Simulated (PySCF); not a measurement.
Harmonic spectrum computed at PBE0 in the def2-SVPD basis family (core potentials from Rb on, PySCF, no spin–orbit coupling):

```json
{"symmetry": "a1", "ω (cm⁻¹)": "271", "IR (km/mol)": "11.3"}
{"symmetry": "b2", "ω (cm⁻¹)": "777", "IR (km/mol)": "324"}
{"symmetry": "a1", "ω (cm⁻¹)": "855", "IR (km/mol)": "121"}
```

Problem. Which molecule gave it? In each, all ligands are bound to the one heavy central atom.
A. TaO₂⁻ (singlet)
B. HfO₂⁻ (doublet)
C. ReO₂⁻ (triplet)
D. TcO₂⁻ (triplet)

Solution. B. It has C2v symmetry with Hf–O 1.824 Å (×2).
